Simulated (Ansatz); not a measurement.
H₂S + `[Cl][Al]([Cl])[Cl]` → `[SH2+][Al-]([Cl])([Cl])[Cl]`  (adduct formation)

Calculated with Ansatz (gas phase, PBE0-D4/def2-TZVP geometries, no zero-point term in ΔE). CCSD(T)/CBS adds triple-zeta CCSD(T) − MP2 to the extrapolated MP2 energy (def2 sets, frozen cores). This one scheme is used for every species. Each species was taken in one conformer, which may not be the lowest.

| species | CCSD(T)/CBS(def2) energy (Eh) |
| --- | --- |
| H₂S | -398.97279 |
| `[Cl][Al]([Cl])[Cl]` | -1621.56364 |
| `[SH2+][Al-]([Cl])([Cl])[Cl]` | -2020.56550 |

Work out ΔE.

ΔE = (-2020.56550) − (-398.97279) − (-1621.56364) = -0.02907 Eh = -0.79 eV.

Largest T1 diagnostic among the species: 0.009.

Leaving LDA and LC-ωPBE aside and taking each functional with its dispersion term where it has one, the values, not all of them listed here, spread over 0.19 eV, from PBE0-D4 to B2PLYP. LDA lies −0.29 eV from PBE without D4. The D4 term adds −0.20 eV with B3LYP and −0.11 eV with PBE0; it sums over pairs of atoms, weighted by their polarisabilities, and B3LYP, whose exchange is more repulsive, gets the larger term.

B3LYP here is the variant with VWN-RPA as its local correlation; programs differ in this.
